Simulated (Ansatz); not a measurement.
Two isomers of CH6BFOSi: A = `BC[SiH](O)F`, B = `CB(F)O[SiH3]`.

Computed with Ansatz on PBE0-D4/def2-TZVP structures; ΔE is electronic, products minus reactants. CCSD(T)/CBS is the MP2 limit (def2-TZVPP, def2-QZVPP) plus CCSD(T) − MP2 in def2-TZVPP, frozen cores. DFT in def2-TZVPP. B3LYP here is the variant with VWN-RPA as its local correlation; programs differ in this. Each species was taken in one conformer, which may not be the lowest.

A:

```xyz
11

B    -0.834    1.010    0.994
C     0.542    0.690    0.391
Si    0.484   -0.991   -0.427
O    -0.812   -1.182   -1.399
F     1.831   -1.128   -1.275
H    -1.652    1.616    0.362
H    -1.136    0.611    2.082
H     1.342    0.579    1.132
H     0.862    1.376   -0.401
H     0.446   -2.111    0.529
H    -1.071   -0.472   -1.988
```

B:

Z-matrix (Å, degrees):
```
C
B 1 1.559
H 1 1.089 2 112.7
H 1 1.094 2 110.2 3 -121.7
H 1 1.094 2 110.2 3 121.7
F 2 1.342 1 119.1 3 179.7
O 2 1.351 1 123.2 3 -0.3
Si 7 1.659 2 131.9 1 180.0
H 8 1.483 7 110.2 2 -61.0
H 8 1.484 7 110.2 2 60.6
H 8 1.481 7 106.4 2 179.8
```

**Question.** Which isomer does CCSD(T)/CBS put lower? Give the gap. (Best estimate.)

**Answer.** Ansatz gave: B, by 119.1 kJ/mol.

**Question.** Give E(B) − E(A) in kJ/mol with CCSD(T)/def2-TZVPP, B3LYP, CCSD/def2-TZVPP, LDA (SPW92), r2SCAN-D4, ωB97M-V, B2PLYP. (Estimate.)

**Answer.** Ansatz gave: CCSD(T)/def2-TZVPP -125.5, B3LYP -132.8, CCSD/def2-TZVPP -126.7, LDA (SPW92) -132.7, r2SCAN-D4 -124.9, ωB97M-V -122.9, B2PLYP -128.6. None reverses the order clearly.

**Question.** Does the order hold for the free energy at 298.15 K (harmonic terms from PBE0-D4)? (Estimate.)

**Answer.** Computed: Yes: G(B) − G(A) = -123.8 kJ/mol, for one conformer each. Modes under 60 cm⁻¹, often nearly free rotors, make the harmonic entropy too high.

Largest T1 diagnostic: 0.012.

In def2-TZVPP, CCSD(T) changes the Hartree–Fock value by +14.7 kJ/mol (the triples alone add +1.3 kJ/mol) and MP2 by +20.2 kJ/mol. The D4 term adds +3.3 kJ/mol with B3LYP and +1.7 kJ/mol with PBE0; it sums over pairs of atoms, weighted by their polarisabilities, and B3LYP, whose exchange is more repulsive, gets the larger term.
